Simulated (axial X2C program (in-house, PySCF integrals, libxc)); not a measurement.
## Testing model relations on PtP⁺

A bond curve at the PBE0 level, 2c, was computed with an axial X2C code built on PySCF integrals (basis Pt dyall-cv3z [13s14p9d6f4g], P dyall-v3z [8s7p2d1f] (cores contracted in-house)) for the state Ω = 0 (closed shell). Its fit gives Re = 1.9915 Å, ωe = 599.1 cm⁻¹, ωexe = 1.63 cm⁻¹ and αe = 5.718e-04 cm⁻¹; the masses are 194.9648 and 30.9738 u. Two-component means X2C with spin–orbit coupling and atomic mean-field Coulomb and Gaunt terms.

Task: Find the reduced mass, Be and the force constant.

Result: From the PBE0 values: μ = 26.7276 u. Be = 16.8576/(μ Re²) = 0.159 cm⁻¹. k = 5.8918×10⁻⁷ μ ωe² = 5.65 mdyn/Å.

Task: Estimate the centrifugal constant by the Kratzer relation.

Result: D = 4Be³/ωe² = 4.48e-08 cm⁻¹.

Task: A Morse curve ties αe to the other constants (Pekeris). How well does that hold?

Result: αe(Morse) = 6Be²/ωe × (√(ωexe/Be) − 1) = 5.576e-04 cm⁻¹; the PBE0 curve gives 5.718e-04 cm⁻¹, a ratio of 0.98.

Task: Estimate De from a Morse curve and compare with the computed well depth of 4.351 eV to Pt+ + P.

Result: De(Morse) = ωe²/(4ωexe) = 6.825 eV against 4.351 eV computed, a ratio of 1.57. The extrapolation overshoots: the well softens faster than a Morse curve, or the lowest atomic limit lies below the one to which the curve heads.

Task: Give B0, the J = 1←0 line in GHz and the most populated J at 300 K (kT = 208.5 cm⁻¹).

Result: B0 = Be − αe/2 = 0.1587 cm⁻¹; 2B0 = 9.518 GHz; J(max) ≈ √(kT/2B0) − 1/2 = 25.1, so J = 25.

One determinant describes the state; a PBE0 search over occupations chose it and may have missed a lower one. De is counted from the lowest determinant-based energies of the atoms at the same level, without counterpoise correction. Without a current term, density functionals place determinants with orbital angular momentum somewhat too high.
